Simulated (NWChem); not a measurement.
Species: CH5GaO2; SMILES [OH][Ga]([CH3])[OH]

```xyz
9

Ga     0.0005     0.0017     0.0007
C      0.1350    -1.9416    -0.0003
H      0.6028    -2.2962    -0.9309
H     -0.8701    -2.3791     0.0777
H      0.7443    -2.2955     0.8444
O     -1.5887     0.8064    -0.0002
H     -1.5230     1.7671    -0.0042
O      1.3382     1.1914    -0.0006
H      2.2243     0.8180     0.0005
```
Atoms are numbered in this order, from 1.

Program: NWChem. Pople sets run with spherical d functions. Geometry: optimised at PBE0/def2-SVP.

### Question
Taking Hartree-Fock/6-311G** as the yardstick, which of these has the fewest basis functions while keeping “dipole (D)” within 0.05 D of it: Hartree-Fock/STO-3G; Hartree-Fock/6-31G*; Hartree-Fock/3-21G?

### Answer
Hartree-Fock/6-31G*.
| level | basis functions | dipole (D) |
|---|---|---|
| Hartree-Fock/STO-3G | 38 | 1.47 |
| Hartree-Fock/3-21G | 59 | 2.70 |
| Hartree-Fock/6-31G* | 84 | 2.60 |
| Hartree-Fock/6-311G** | 128 | 2.56 |

The yardstick is one finite set, not the basis-set limit.
